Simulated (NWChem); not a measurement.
Everything below was run with NWChem. System: HClSi, charge 0, spin multiplicity 1, optimised in this run. The structure started from a generated list of species. Level: PBE0/def2-SVP.

Job file:

```
start mol
memory heap 200 mb stack 900 mb global 1100 mb
geometry units angstroms
  Si     0.815561    -0.725078     0.000000
  H      1.891148     0.296732     0.000000
  Cl    -0.782882     0.579669     0.000000
  symmetry group Cs
end
basis spherical
  * library def2-svp
end
dft
  xc pbe0
  semidirect memsize 60000000 filesize 0
  iterations 100
end
driver
  maxiter 80
end
task dft optimize
task dft freq
```

Part of the output:

```
             Northwest Computational Chemistry Package (NWChem) 7.3.0
             --------------------------------------------------------

                                NWChem Input Module
                                -------------------

 Scaling coordinates for geometry "geometry" by  1.889725989
 (inverse scale =  0.529177249)

 Turning off AUTOSYM since
 SYMMETRY directive was detected!

          ------
          auto-z
          ------

                             Geometry "geometry" -> ""
                             -------------------------

 Output coordinates in angstroms (scale by  1.889725989 to convert to a.u.)

  No.       Tag          Charge          X              Y              Z
 ---- ---------------- ---------- -------------- -------------- --------------
    1 Si                  14.0000     0.81556075    -0.72507841     0.00000000
    2 H                    1.0000     1.89114775     0.29673159     0.00000000
    3 Cl                  17.0000    -0.78288225     0.57966859     0.00000000

 Effective nuclear repulsion energy (a.u.)      69.3781177195

            Nuclear Dipole moment (a.u.)
            ----------------------------
        X                 Y               Z
 ---------------- ---------------- ----------------
     0.0000000000     0.0000000000     0.0000000000

      Symmetry information
      --------------------

 Group name             Cs
 Group number              2
 Group order               2
 No. of unique centers     3

      Symmetry unique atoms

     1    2    3


 Summary of "ao basis" -> "" (spherical)
 ------------------------------------------------------------------------------
       Tag                 Description            Shells   Functions and Types
 ---------------- ------------------------------  ------  ---------------------
 *                          def2-svp                  on all atoms

                           NWChem Geometry Optimization
                           ----------------------------

 maximum gradient threshold         (gmax) =   0.000450
 rms gradient threshold             (grms) =   0.000300
 maximum cartesian step threshold   (xmax) =   0.001800
 rms cartesian step threshold       (xrms) =   0.001200
 fixed trust radius                (trust) =   0.300000
 maximum step size to saddle      (sadstp) =   0.100000
 energy precision                  (eprec) =   5.0D-06
 maximum number of steps          (nptopt) =   80
 initial hessian option           (inhess) =    0
 line search option               (linopt) =    1
 hessian update option            (modupd) =    1
 saddle point option              (modsad) =    0
 initial eigen-mode to follow     (moddir) =    0
 initial variable to follow       (vardir) =    0
 follow first negative mode     (firstneg) =    T
 apply conjugacy                    (opcg) =    F
 source of zmatrix                         =   autoz

          -------------------
          Energy Minimization
          -------------------

 Names of Z-matrix variables
    1              2              3

 Variables with the same non-blank name are constrained to be equal

 Using diagonal initial Hessian
 Scaling for Hessian diagonals: bonds = 1.00  angles = 0.25  torsions = 0.10

          --------
          Step   0
          --------

                         Geometry "geometry" -> "geometry"
                         ---------------------------------

 Output coordinates in angstroms (scale by  1.889725989 to convert to a.u.)

  No.       Tag          Charge          X              Y              Z
[...]
    2       -6.067 ||      -0.043              -0.110             0.000
    3       -1.270 ||       0.000               0.001            -0.001
    4       -0.404 ||      -0.000              -0.001            -0.001
    5        2.279 ||       0.004               0.009             0.000
    6       41.502 ||      -0.000               0.000            -0.197
    7      536.222 ||       1.177              -0.916             0.000
    8      811.082 ||      -0.355               1.089            -0.000
    9     2019.311 ||      -1.944              -1.834             0.000
 ----------------------------------------------------------------------------

 ----------------------------------------------------------------------------
 Normal Eigenvalue ||                 Infra Red Intensities
  Mode   [cm**-1]  || [atomic units] [(debye/angs)**2] [(KM/mol)] [arbitrary]
 ------ ---------- || -------------- ----------------- ---------- -----------
    1      -10.168 ||    0.000492           0.011         0.479       0.095
    2       -6.067 ||    0.000604           0.014         0.589       0.117
    3       -1.270 ||    0.000000           0.000         0.000       0.000
    4       -0.404 ||    0.000000           0.000         0.000       0.000
    5        2.279 ||    0.000004           0.000         0.004       0.001
    6       41.502 ||    0.001685           0.039         1.643       0.326
    7      536.222 ||    0.096445           2.225        94.019      18.639
    8      811.082 ||    0.056826           1.311        55.397      10.982
    9     2019.311 ||    0.309631           7.143       301.844      59.840
 ----------------------------------------------------------------------------

        Vibrational analysis via the FX method
  --- with translations and rotations projected out ---
  --- via the Eckart algorithm                      ---
 Projected Nuclear Hessian trans-rot subspace norm:2.2870D-34
                         (should be close to zero!)

          --------------------------------------------------------
          MASS-WEIGHTED PROJECTED HESSIAN (Hartree/Bohr/Bohr/Kamu)
          --------------------------------------------------------

               1            2            3            4            5            6            7            8            9
   ----- ----- ----- ----- -----
    1    6.16069D+00
    2   -2.55420D-01  6.36159D+00
    3    0.00000D+00  0.00000D+00  0.00000D+00
    4   -1.38072D+01 -1.11360D+01  2.50341D-21  8.49309D+01
    5   -1.40783D+01 -1.80691D+01  1.73304D-21  6.26752D+01  8.72834D+01
    6    1.19268D-22  1.94723D-23  0.00000D+00  1.33373D-21 -4.10379D-22  0.00000D+00
    7   -3.16648D+00  2.11898D+00 -1.48759D-21 -2.06849D+00  1.95227D+00 -3.48343D-22  3.18344D+00
    8    2.61848D+00 -2.62264D+00  2.08262D-21 -6.79495D-01  1.34428D+00  1.04503D-22 -2.22676D+00  2.11762D+00
    9   -3.38509D-21  4.23136D-21  0.00000D+00  1.11470D-20 -5.85216D-21  0.00000D+00  1.32467D-21 -3.02781D-21  0.00000D+00

 center of mass
 --------------
 x =  -0.09029927 y =  -0.00742337 z =   0.00000000

 moments of inertia (a.u.)
 ------------------
         101.481274037994         117.256418918807           0.000000000000
         117.256418918807         155.342800512209           0.000000000000
           0.000000000000           0.000000000000         256.824074550202

 Rotational Constants
 --------------------
 A=   7.429633 cm-1  ( 10.689346 K)
 B=   0.242039 cm-1  (  0.348232 K)
 C=   0.234402 cm-1  (  0.337245 K)

 Temperature                      =   298.15K
 frequency scaling parameter      =   1.0000

 Zero-Point correction to Energy  =    4.809 kcal/mol  (  0.007664 au)
 Thermal correction to Energy     =    6.758 kcal/mol  (  0.010770 au)
 Thermal correction to Enthalpy   =    7.351 kcal/mol  (  0.011714 au)

 Total Entropy                    =   60.008 cal/mol-K
   - Translational                =   38.368 cal/mol-K (mol. weight =  63.9536)
   - Rotational                   =   20.866 cal/mol-K (symmetry #  =        1)
   - Vibrational                  =    0.773 cal/mol-K

 Cv (constant volume heat capacity) =    7.773 cal/mol-K
   - Translational                  =    2.979 cal/mol-K
   - Rotational                     =    2.979 cal/mol-K
   - Vibrational                    =    1.814 cal/mol-K


 ----------------------------------------------------------------------------
 Normal Eigenvalue ||    Projected Derivative Dipole Moments (debye/angs)
  Mode   [cm**-1]  ||      [d/dqX]             [d/dqY]           [d/dqZ]
 ------ ---------- || ------------------ ------------------ -----------------
    1        0.000 ||      -0.000               0.000             0.044
    2        0.000 ||       0.000              -0.000             0.207
    3        0.000 ||       0.000              -0.000            -0.074
    4        0.000 ||       0.000               0.000             0.000
    5        0.000 ||       0.034               0.085             0.000
    6        0.000 ||      -0.028              -0.070            -0.000
    7      536.223 ||       1.177              -0.916             0.000
    8      810.299 ||      -0.355               1.089            -0.000
    9     2019.294 ||      -1.944              -1.834             0.000
 ----------------------------------------------------------------------------

 ----------------------------------------------------------------------------
 Normal Eigenvalue ||           Projected Infra Red Intensities
  Mode   [cm**-1]  || [atomic units] [(debye/angs)**2] [(KM/mol)] [arbitrary]
 ------ ---------- || -------------- ----------------- ---------- -----------
    1        0.000 ||    0.000084           0.002         0.082       0.016
    2        0.000 ||    0.001854           0.043         1.807       0.358
    3        0.000 ||    0.000240           0.006         0.234       0.046
    4        0.000 ||    0.000000           0.000         0.000       0.000
    5        0.000 ||    0.000359           0.008         0.350       0.069
    6        0.000 ||    0.000244           0.006         0.238       0.047
    7      536.223 ||    0.096429           2.225        94.003      18.636
    8      810.299 ||    0.056865           1.312        55.435      10.990
    9     2019.294 ||    0.309614           7.143       301.827      59.837
 ----------------------------------------------------------------------------

 Task  times  cpu:       12.8s     wall:       12.8s

 Total times  cpu:       17.7s     wall:       17.7s
```
